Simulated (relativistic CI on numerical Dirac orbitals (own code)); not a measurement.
## Magnetism of Ru⁷⁺, 4d, in a crystal field

Calculated by Dirac-Coulomb-Breit CI, orbitals from a KLI potential per configuration, model QED, valence Slater integrals scaled by 0.7, one configuration in a parametric crystal field (own radial code).

Field parameters in Wybourne normalisation: D3d B²₀ = −7Dσ, B⁴₀ = −14Dq − 21Dτ, B⁴₃ = −14√(10/7) Dq; Oh B⁴₀ = 21Dq, B⁴₄ = √(5/14) B⁴₀; Td as Oh with Dq negative (B⁴₀ = 21Dq, B⁴₄ = √(5/14) B⁴₀). The field is a parameter set, without covalency.

S is read from ⟨S²⟩ = S(S + 1).

Powder χT (cm³ K mol⁻¹) by Van Vleck's formula, with temperature-independent terms:

```csv
Field,2 K,5 K,10 K,20 K,50 K,100 K,200 K,300 K
"D3d, 10Dq = 42200, Dσ = -150, Dτ = 460 cm⁻¹",0.126,0.126,0.127,0.128,0.131,0.137,0.149,0.161
"Oh, 10Dq = 24350 cm⁻¹",0.0129,0.0134,0.0144,0.0163,0.022,0.0316,0.0507,0.0698
"Oh, 10Dq = 26450 cm⁻¹",0.0111,0.0117,0.0126,0.0146,0.0203,0.0299,0.0492,0.0684
"Oh, 10Dq = 30400 cm⁻¹",0.00865,0.00923,0.0102,0.0121,0.018,0.0277,0.0471,0.0665
"Oh, 10Dq = 40350 cm⁻¹",0.00522,0.00581,0.0068,0.00877,0.0147,0.0245,0.0443,0.064
"Oh, 10Dq = 43200 cm⁻¹",0.00463,0.00523,0.00621,0.00819,0.0141,0.024,0.0438,0.0636
"Td, 10Dq = -13050 cm⁻¹",0.216,0.216,0.217,0.218,0.22,0.224,0.231,0.238
"Td, 10Dq = -17050 cm⁻¹",0.246,0.246,0.246,0.247,0.248,0.251,0.257,0.263
```

Task: For Oh, 10Dq = 24350 cm⁻¹: what effective moment follows at 300 K?

Result: μ_eff = √(8χT) = 0.75 μB. The ground level has S = 0.50; the spin-only moment for S = 1/2 is 1.73 μB. The difference comes from the orbital moment, spin-orbit mixing of terms and temperature-independent paramagnetism, all larger in this ionic model than in covalent complexes.
